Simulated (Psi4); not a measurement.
The Psi4 input:
```
memory 2 GB

molecule {
1 2
Ge   -0.00000000   -0.00000000   -1.45814979
Te    0.00000000    0.00000000    0.89732295
}

set {
  basis def2-svp
  reference uks
}

energy('b3lyp')
print_variables()
```

### Question
Give the number of basis functions at the level B3LYP/def2-SVP (Psi4).

### Answer
58

### Question
Give the total energy at the level B3LYP/def2-SVP.

### Answer
-2344.593250 Ha

These values belong to the state on which the SCF converged, which isn't shown to be the lowest.
